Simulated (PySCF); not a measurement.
Species: C₅H₆BrF₃.
Atom-mapped SMILES: `[F:1][C:2]([F:3])([F:4])[C@@H:5]1[CH2:6][CH2:7][C@@H:8]1[Br:9]` (hydrogens: H10 on C5; H11, H12 on C6; H13, H14 on C7; H15 on C8)

Method used: TDDFT CAM-B3LYP/def2-SVPD, vertical, gas phase, core orbitals frozen in the response in PySCF. Geometry: PBE0-D3(BJ)/def2-SVP, one conformer, isolated molecule. The CAM-B3LYP/def2-SVPD calculation is non-relativistic and has no spin–orbit coupling, an omission that weighs most on bromine. Torsions of this conformer, `[F:1][C:2]([F:3])([F:4])[C@@H:5]1[CH2:6][CH2:7][C@@H:8]1[Br:9]`: F1–C2–C5–C6 -67°.

Broadening: Gaussians 0.5 eV wide at half height, area fixed by f = 4.319×10⁻⁹ ∫ε dν̃. The cross-section is σ = 3.8235×10⁻²¹ ε cm², given in Mb (10⁻¹⁸ cm²). The width is an assumption, not a result. The curve ends short of the highest state used, and states not computed would add to its high-energy end.

```json
{"E (eV)": "5.47", "σ (Mb)": "0.00"}
{"E (eV)": "5.56", "σ (Mb)": "0.00"}
{"E (eV)": "5.66", "σ (Mb)": "0.01"}
{"E (eV)": "5.75", "σ (Mb)": "0.04"}
{"E (eV)": "5.85", "σ (Mb)": "0.10"}
{"E (eV)": "5.94", "σ (Mb)": "0.19"}
{"E (eV)": "6.04", "σ (Mb)": "0.34"}
{"E (eV)": "6.13", "σ (Mb)": "0.46"}
{"E (eV)": "6.23", "σ (Mb)": "0.53"}
{"E (eV)": "6.32", "σ (Mb)": "0.50"}
{"E (eV)": "6.42", "σ (Mb)": "0.38"}
{"E (eV)": "6.51", "σ (Mb)": "0.25"}
{"E (eV)": "6.61", "σ (Mb)": "0.13"}
{"E (eV)": "6.71", "σ (Mb)": "0.06"}
{"E (eV)": "6.80", "σ (Mb)": "0.06"}
{"E (eV)": "6.90", "σ (Mb)": "0.17"}
{"E (eV)": "6.99", "σ (Mb)": "0.55"}
{"E (eV)": "7.09", "σ (Mb)": "1.67"}
{"E (eV)": "7.18", "σ (Mb)": "3.78"}
{"E (eV)": "7.28", "σ (Mb)": "7.67"}
{"E (eV)": "7.37", "σ (Mb)": "12.08"}
{"E (eV)": "7.47", "σ (Mb)": "16.39"}
{"E (eV)": "7.56", "σ (Mb)": "18.09"}
{"E (eV)": "7.66", "σ (Mb)": "16.82"}
```

Q: Locate the maxima and give the states behind the curve.

A: 199 nm (6.24 eV), ε about 140, made up of S1 (57%) and S2 (43%); 164 nm (7.57 eV), ε about 4700, made up of S3 (41%) and S4 (58%) (ε in L mol⁻¹ cm⁻¹; maxima over ε = 5, shares over 10%). The states used: S1 6.22 eV (f 0.0015); S2 6.28 eV (f 0.0011); S3 7.51 eV (f 0.037); S4 7.60 eV (f 0.052); S5 8.17 eV (f 0.042); S6 8.26 eV (f 0.036).

Q: What would ε be at 7.57 eV, the highest of these maxima, with half the width (0.25 eV)?

A: About 8790 L mol⁻¹ cm⁻¹ against 4730, a factor of about 1.9; a lone state at its own centre would give exactly 2.

Q: Coming from long wavelengths, where does ε first pass 100 L mol⁻¹ cm⁻¹?

A: At about 204 nm (6.07 eV), 0.14 eV below S1.

Q: On this curve, what absorbance would a 10⁻³ mol/L sample give at 222 nm over a 1 cm path?

A: 222 nm is 5.585 eV, where ε is about 1.2 L mol⁻¹ cm⁻¹, so A = ε c l ≈ 0.0012 (Beer–Lambert, with the gas-phase spectrum and the assumed width).
